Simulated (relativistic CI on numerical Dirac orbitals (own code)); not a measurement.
W⁵⁷⁺: q coefficients and field-shift factors

These numbers are calculated, not measured: Dirac-Coulomb-Breit CI, orbitals from a KLI potential per configuration, derivatives by finite differences, unscaled Slater integrals, QED left out (own radial code, finite nucleus).

CI space (outside the closed core [Ne]): 3s2 3p5, 3s2 3p4 3d, 3s 3p6, 3s 3p5 3d, 3s 3p4 3d2, 3p6 3d, 3p5 3d2, 3p4 3d3. Double excitations out of closed p, d and f shells are left out; levels of such configurations are missing from the list, as are those of other unlisted configurations, and high levels can miss mixing partners.

With x = (α/α₀)² − 1 an excitation energy changes as ω = ω₀ + qx; K = 2q/ω₀ is the relative enhancement. Terms are leading LS components, so labels can repeat. The field-shift factor is F = δν/δ⟨r²⟩ for the transition from the lowest level.

Lowest level 3s2 3p5 2P°_3/2.

```csv
Level,ω₀ (cm⁻¹),q (cm⁻¹),K,F (GHz/fm²)
3s2 3p4 3d 4D_3/2,1875078,123600,0.132,9.21
3s2 3p4 3d 4D_5/2,1925324,137400,0.143,10.9
3s2 3p4 3d 4P_1/2,1932909,138300,0.143,-11.3
3s2 3p4 3d 2F_7/2,1955950,113400,0.116,12.5
3s2 3p4 3d 2D_3/2,2124285,138600,0.131,10.6
3s2 3p4 3d 2F_7/2,2524659,767800,0.608,26.7
3s2 3p4 3d 4F_9/2,2545777,758800,0.596,31.6
3s2 3p4 3d 2P_1/2,2599351,810700,0.624,-69.1
3s2 3p4 3d 2D_5/2,2784156,782000,0.562,24.5
3s2 3p5 2P°_1/2,2807833,3.426e+06,2.44,-482
3s2 3p4 3d 2P_3/2,2845518,797300,0.56,25.9
3s2 3p4 3d 2D_5/2,2884280,802600,0.557,16.5
3s 3p6 2S_1/2,4345814,3.717e+06,1.71,-5790
```

At this charge energies of transitions that change n are usually good to better than 1 %, and those within a shell (Δn = 0) to a few per cent.
